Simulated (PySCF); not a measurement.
A structure optimised at B3LYP-D3(BJ)/def2-SVP, used in a PySCF frequency run:

```
Sn
F 1 1.9560
O 1 1.9797 2 107.46
H 3 0.9681 1 111.79 2 -71.09
O 1 1.9887 2 101.20 3 -114.04
H 5 0.9693 1 109.70 2 0.55
C 1 2.1499 2 108.79 6 -125.14
H 7 1.1003 1 106.38 2 151.34
H 7 1.1004 8 107.79 1 -112.50
C 7 1.5287 8 112.59 9 -124.75
H 10 1.1003 7 111.70 8 -175.99
H 10 1.1012 11 107.43 7 -122.79
H 10 1.1025 11 107.97 12 -115.58
```
Charge 0, spin multiplicity 1.

Problem. Write its SMILES and formula.

Solution. C[CH2][Sn]([OH])([OH])[F], C2H7FO2Sn

Problem. What are its rotational constants (standard atomic weights)?

Solution. 2.7167, 1.5722, 1.4934 GHz
